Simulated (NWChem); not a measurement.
System: CH₆O₃Si; SMILES OC[SiH](O)O

NWChem input:

```
start job
memory heap 200 mb stack 900 mb global 1100 mb
geometry units angstroms noautosym nocenter noautoz
  O      0.248486    -1.806840     0.706285
  C     -0.794619    -1.134502     0.019398
  Si    -0.061241     0.547455    -0.442992
  O      1.580512     0.322477    -0.435701
  O     -0.598538     1.616132     0.712176
  H     -0.061970    -2.671272     0.992668
  H     -1.692846    -0.995025     0.650596
  H     -1.113168    -1.680833    -0.890813
  H     -0.448085     1.037825    -1.794922
  H      1.787167    -0.465396     0.089618
  H     -0.281539     2.521584     0.645261
end
basis spherical
  O library 6-31g*
  C library 6-31g*
  Si library 6-31g*
  H library 6-31g*
end
dft
  xc b3lyp
  iterations 150
end
property
  response 1 0.0773
end
task dft property
```

Coordinates come from a PBE0/def2-SVP optimisation. B3LYP is NWChem's, with the RPA form of VWN correlation.

Field at 589 nm.

Problem. What results follow from this input? (B3LYP/6-31G* (spherical d).) Quantities: isotropic polarisability (bohr³); anisotropy (bohr³).

Solution. 
```
Quantity                          Result
--------------------------------  ------
isotropic polarisability (bohr³)    40.5
anisotropy (bohr³)                   8.7
```
